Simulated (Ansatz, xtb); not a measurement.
## Relative energy of two isomers of C3H7ClGe

We compare I, `Cl[C@@H]1C[C@H]1[GeH3]`, a singlet, with II, `Cl[C@@H]1C[C@@H]1[GeH3]`, a singlet. Both are isolated molecules in the gas phase, relaxed with r2SCAN-D4/def2-SVP.

Energies in hartree; the thermal terms are from GFN2-xTB frequencies at re-optimised GFN2-xTB minima (ideal gas, soft modes damped towards free rotors, one conformer each, 298.15 K, 1 atm) and include the zero-point energy:

|  | I | II |
| --- | --- | --- |
| E, CCSD(T)/def2-SVP | −2652.864462 | −2652.865740 |
| E, MP2/def2-SVP | −2652.790413 | −2652.791583 |
| E, MP2/def2-TZVPP | −2653.512312 | −2653.512402 |
| zero-point energy | 0.082773 | 0.083436 |
| H(298 K) − E | 0.090765 | 0.091009 |
| G(298 K) − E | 0.050315 | 0.052021 |

Q: Correct the CCSD(T) difference for the basis set by the MP2 change, then work out ΔE, ΔE₀, ΔH and ΔG for I → II in kJ/mol (1 Eh = 2625.50 kJ/mol) and the equilibrium ratio [II]/[I].

A: 1. Differences II − I: CCSD(T) −0.001278, MP2 in the small set −0.001170, MP2 in the large set −0.000090 Eh.
2. ΔE = −0.001278 + (−0.000090 − (−0.001170)) = −0.000198 Eh = −0.52 kJ/mol.
3. ΔE₀ = ΔE + ΔZPE = −0.000198 + (+0.000663) Eh = +1.22 kJ/mol.
4. ΔH = ΔE + (+0.000244) Eh = +0.12 kJ/mol.
5. ΔG = ΔE + (+0.001706) Eh = +3.96 kJ/mol, so ΔS = (ΔH − ΔG)/T = −12.9 J/(mol K).
6. kT = 0.9442 mEh, so K = [II]/[I] = exp(−ΔG/kT) = exp(−1.60) ≈ 0.2.

The two are too close for this level to say which is favoured. An error of 4 kJ/mol in ΔG would change K by a factor of 5. Mirror images and further conformers aren't counted.

As drawn, both hold the same kinds of bond in the same numbers.

Other levels gave ΔE = −13.3 (GFN2-xTB); +12.4 (HF/STO-3G, GFN2-xTB geometries); +5.1 (r2SCAN-D4/def2-SVP//GFN2-xTB); −3.2 (r2SCAN-D4/def2-SVP); −1.5 (HF/def2-SVP); −3.1 (MP2/def2-SVP); −3.4 (CCSD(T)/def2-SVP) kJ/mol. The correlated steps freeze 17 core orbitals; the filled d shell of Ge is correlated, in a basis made for valence electrons. Programs: Ansatz 0.2.0, xtb 6.7.1.
